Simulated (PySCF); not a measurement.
Excitations are Tamm–Dancoff values on a coarser integration grid. The basis has no diffuse functions, so Rydberg states are missing or too high.

Cartesian coordinates (Å):
```xyz
8

C     -1.4962    -0.1782     0.3725
C     -0.2969     0.1674     0.0017
C      0.9013     0.5209    -0.3721
O      2.0242    -0.2567    -0.3280
H     -2.1954    -0.6311    -0.3227
H     -1.8415    -0.0224     1.3892
H      1.1065     1.5078    -0.7655
H      1.7925    -1.1215     0.0271
```
Charge 0, spin multiplicity 1.

**Question.** Predict the LUMO, HOMO, S1 excitation (TDA), total energy and T1 excitation (TDA) from M06-2X/def2-TZVP (PySCF 2.14.0).

**Answer.** 
| Property | Value |
|---|---|
| LUMO | 0.56 eV |
| HOMO | -7.94 eV |
| S1 excitation (TDA) | 4.55 eV |
| total energy | -191.8658 Ha |
| T1 excitation (TDA) | 4.30 eV |
